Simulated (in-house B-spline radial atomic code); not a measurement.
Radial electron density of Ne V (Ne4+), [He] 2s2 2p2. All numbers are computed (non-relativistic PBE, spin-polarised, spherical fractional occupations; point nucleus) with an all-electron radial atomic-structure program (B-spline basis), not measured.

Columns: r (bohr), 4πr²n(r) (electrons per bohr), bar.

```
 0.00585    0.243 #
 0.00682    0.324 #
 0.00795   0.4303 ##
 0.00927   0.5698 ##
  0.0108   0.7501 ###
  0.0126   0.9848 ####
  0.0147    1.285 #####
  0.0171    1.658 #######
    0.02     2.14 #########
  0.0233    2.718 ###########
  0.0271    3.408 ##############
  0.0316    4.236 #################
  0.0369    5.196 #####################
   0.043    6.248 #########################
  0.0501    7.364 ##############################
  0.0584    8.486 ##################################
  0.0681    9.521 ######################################
  0.0794    10.35 ##########################################
  0.0926    10.86 ############################################
   0.108    10.93 ############################################
   0.126    10.49 ##########################################
   0.147    9.558 ######################################
   0.171     8.27 #################################
   0.199    6.815 ###########################
   0.232    5.452 ######################
   0.271     4.46 ##################
   0.316    4.039 ################
   0.368    4.177 #################
   0.429    4.689 ###################
   0.501    5.255 #####################
   0.584    5.515 ######################
    0.68    5.251 #####################
   0.793    4.445 ##################
   0.925    3.291 #############
    1.08    2.093 ########
    1.26     1.13 #####
    1.46   0.5266 ##
    1.71   0.1871 #
    1.99  0.05425 
    2.32  0.01167 
    2.71 0.001764
```

On this grid the curve has 2 maxima, near 0.108, 0.584 bohr.

The 2s down radial function P(r) = rR(r), positive near the nucleus:

| r (bohr) | P |
| --- | --- |
| 0.002 | 0.03275 |
| 0.00272 | 0.04422 |
| 0.00369 | 0.05941 |
| 0.00502 | 0.07974 |
| 0.00682 | 0.1064 |
| 0.00927 | 0.141 |
| 0.0126 | 0.1853 |
| 0.0171 | 0.24 |
| 0.0233 | 0.3065 |
| 0.0316 | 0.3807 |
| 0.043 | 0.4577 |
| 0.0584 | 0.5228 |
| 0.0794 | 0.5532 |
| 0.108 | 0.5152 |
| 0.147 | 0.3699 |
| 0.199 | 0.09574 |
| 0.271 | -0.3066 |
| 0.368 | -0.7495 |
| 0.501 | -1.096 |
| 0.68 | -1.184 |
| 0.925 | -0.9625 |
| 1.26 | -0.5674 |
| 1.71 | -0.228 |
| 2.32 | -0.0548 |
